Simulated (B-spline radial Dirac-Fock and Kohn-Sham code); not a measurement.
**Binding energies of Sm³⁶⁺ at several levels of theory**

System: samarium as Sm³⁶⁺, configuration 1s2 2s2 2p6 3s2 3p6 3d8.

The density-functional columns are spherical, spin-unpolarised Dirac-Kohn-Sham results without Breit or QED terms: −ε is minus the orbital energy of the initial state and ΔSCF the difference of two total energies. The reference in the last column comes from ΔSCF Dirac-Fock with Breit, self-energy and vacuum polarisation, finite nucleus, configuration average. All numbers are from a radial atomic solver, in eV; a selection of levels is shown. The Kohn-Sham columns are given as differences from the reference. For the 1s level of heavy atoms much of the gap between ΔSCF and the reference is the Breit and QED part, -194.4 eV here; for other levels the error of the functional can be larger.

```csv
level,LDA −ε − DF,LDA ΔSCF − DF,Dirac-Fock
K (1s),-286.2,+183.5,48491.1
L1 (2s),-159.1,-51.9,9350.5
L2 (2p1/2),-122.6,+6.6,8931.5
L3 (2p3/2),-128.6,-9.4,8331.1
M1 (3s),-79.3,-33.4,3192.3
M2 (3p1/2),-62.5,-14.6,3015.6
M3 (3p3/2),-62.3,-16.4,2882.6
"M4,5 (3d)",-50.1,+1.4,2584.9
```

Values without a named source are computed, but for edge energies of neutral atoms, which are taken from tables.
